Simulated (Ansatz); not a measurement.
Input file for Ansatz (an electronic-structure program): R-RI-MP2/aug-cc-pV(T+d)Z on CH6O2Si (a complex), monomers drawn apart or pushed together. Files ending in .json are basis or fitting sets from the Basis Set Exchange.

Ansatz 0.2 input:
```yaml
crystal:
  periodic: [false, false, false]
  atoms:
    - {symbol: Si, position_ang: [0.10655027, -0.31917526, 0.64220098]}
    - {symbol: H, position_ang: [-0.27518128, -0.53061173, -0.77427612]}
    - {symbol: H, position_ang: [0.68623971, -1.55908719, 1.19231386]}
    - {symbol: H, position_ang: [-1.14324738, 0.00998596, 1.38020952]}
    - {symbol: H, position_ang: [1.04486590, 0.81481815, 0.74117111]}
    - {symbol: O, position_ang: [0.89258600, 0.29208037, 4.47712256]}
    - {symbol: C, position_ang: [0.01941637, 0.57660925, 5.24893587]}
    - {symbol: O, position_ang: [-1.27455870, 0.71790242, 4.93635537]}
    - {symbol: H, position_ang: [0.16772731, 0.75985405, 6.32062810]}
    - {symbol: H, position_ang: [-1.37369586, 0.54932944, 3.98085160]}
basis:
  gaussian:
    orbitals: aug-cc-pV_T+d_Z.json
    fitting: {mean_field: def2-universal-JKFIT, correlation: aug-cc-pVTZ-RIFIT.json}
magnetization: {spin_polarized: false}
correlation: {method: mp2, electrons: outside_noble_gas}
scf: {lower_state_search: off}
```

It printed:

```
WARN ansatz: RAYON_NUM_THREADS=2 ignored (pool sized by the plan → 2); use --threads N
Functional definition: HF
these checks for a lower state are left out or cut short: stability, starts, cluster_reference, orbital_swaps, neighbouring_geometries, increment
integrals: 0.41 GiB planned
465 factors; integrals over basis functions are off by at most 1.1e0 eV
mean field: 0.70 GiB planned
mean field evaluation 1: about -13060.7558 eV, gradient 4.2e1 eV
mean field evaluation 2: about -13063.1867 eV, gradient 2.8e1 eV
mean field evaluation 4: about -13064.4187 eV, gradient 2.0e0 eV
mean field evaluation 8: about -13064.4297 eV, gradient 8.2e-7 eV
mean field -13064.42968931 eV, -480.1089356937 hartree, gradient 8.2e-7 eV, S^2 0.000000; 0 other end points of the search recorded, 0 dependent functions left out
8 core orbitals not correlated
741 factors; their error is unknown
reference -13064.42968931 eV, -480.1089356937 hartree; 13, 13 occupied and 310, 310 virtual orbitals, 741 factors
second order -21.47251345 eV of doubles, -0.00000000 eV of singles
Total energy: -13085.90220276 eV, -480.8980360084 hartree
Checks for a lower state left out: stability, starts, cluster_reference, orbital_swaps, neighbouring_geometries, increment
```

Self-consistency was reached.

Cost: around 5 core-seconds (rough).
